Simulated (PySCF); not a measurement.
Vibration and rotation of TlN

PBE0 constants of TlN, ³Σ⁻ (triplet), unpaired electrons π ↑↑ (Tl cc-pVTZ-PP with ECP60, N cc-pVTZ; scalar-relativistic core potentials (PySCF 2.14); masses 204.9744 and 14.0031 u):

- ωe: 407.4 cm⁻¹
- ωexe: 2.44 cm⁻¹
- Be: 0.24268 cm⁻¹
- αe: 0.00192 cm⁻¹
- D (centrifugal): 3.44e-07 cm⁻¹
- De to Tl + N: 1.63 eV

(1) Give the vibrational terms G(v) and spacings up to v = 6.

(2) How well does the Morse estimate ωe²/(4ωexe) reproduce De, and what is D0?

Spin–orbit coupling is left out, which matters for elements this heavy, above all for dissociation energies. The state is the lowest determinant that a PBE0 search found; another state may lie lower at other levels.

Answers

(1) G(v) = ωe(v+½) − ωexe(v+½)².

```
v  G(v) (cm⁻¹)  G(v) − G(v−1)  Bv (cm⁻¹)
0          203                    0.2417
1          606            403     0.2398
2         1003            398     0.2379
3         1396            393     0.2360
4         1784            388     0.2340
5         2167            383     0.2321
6         2545            378     0.2302
```

(2) It gives 2.11 eV, 129 % of the computed De. D0 = De − G(0) = 1.63 − 0.03 = 1.60 eV.
